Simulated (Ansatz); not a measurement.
Consider the redistribution: `[NH2][Mo](=[O])(=[O])[OH]` + `F[SiH]([SiH3])[SiH2]Cl` → `[O]=[Mo](=[O])([OH])[Cl]` + `N[SiH2][SiH](F)[SiH3]`.

Gas-phase electronic energies from Ansatz, PBE0-D4/def2-TZVP geometries. CCSD(T)/CBS adds triple-zeta CCSD(T) − MP2 to the extrapolated MP2 energy (def2 sets, frozen cores). Functionals use def2-TZVPP. B3LYP here is the variant with VWN-RPA as its local correlation; programs differ in this. def2 core potentials past Kr. For Mo outer-core shells are correlated without core-valence functions, which leaves a few kJ/mol of doubt a bond. Each species was taken in one conformer, which may not be the lowest.

```
        level  ΔE (kJ/mol)
        B3LYP         -7.2
MP2/CBS(def2)        -20.2
```

(1) What does CCSD(T)/CBS give? (Estimate.)

Largest T1 diagnostic among the species: 0.025, so the coupled-cluster value is less sure than usual.

Results:

(1) Computed: -6.7 kJ/mol. The listed levels differ from it by -0.5, -13.5 kJ/mol.

In def2-TZVPP, CCSD(T) changes the Hartree–Fock value by −4.1 kJ/mol (the triples alone add −2.7 kJ/mol) and MP2 by −17.6 kJ/mol.
